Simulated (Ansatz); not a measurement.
**Worked example: Si2H3Cl3 + SnH3 → Si2H3Cl2 + SnH3Cl**

Species: Si2H3Cl3 `Cl[SiH2][SiH](Cl)Cl`, singlet; SnH3 `[SnH3]`, doublet; Si2H3Cl2 `Cl[SiH][SiH2]Cl`, doublet; SnH3Cl `[Cl][SnH3]`, singlet. A radical takes Cl: the energy is the difference in strength between the Si–Cl bond broken and the Sn–Cl bond made.

Shapes, held fixed at every level: PBE0-D4/def2-TZVP. Flexible molecules stand in one conformer, not always the lowest. Programs: Ansatz 0.2.0. The zero-point and thermal change to 298 K, harmonic and unscaled (PBE0-D4/def2-TZVP), is +0.8 kJ/mol.

At CCSD(T)/def2-TZVPP; 1 Eh = 2625.50 kJ/mol:

| species | energy (Eh) |
| --- | --- |
| Si2H3Cl3 | -1959.242521 |
| SnH3 | -215.393642 |
| Si2H3Cl2 | -1499.409602 |
| SnH3Cl | -675.203811 |

**Question.** Work out ΔH(298 K) of the reaction at this level.

**Answer.** 
1. Products less reactants: (-1499.409602) + (-675.203811) − [(-1959.242521) + (-215.393642)] = 0.022750 Eh = +59.7 kJ/mol.
2. With the thermal change: +59.7 + (+0.8) = +60.5 kJ/mol.

Other levels give +57.3 (B2PLYP/def2-TZVPP) to +67.2 kJ/mol (wB97M-V/def2-TZVPP). No measured value is set beside it here. Open shells run unrestricted unless RO is named. For atoms past krypton def2 sets carry core potentials with scalar relativity. Correlated rows may include outer-core shells of Sn, which these sets cover unevenly.
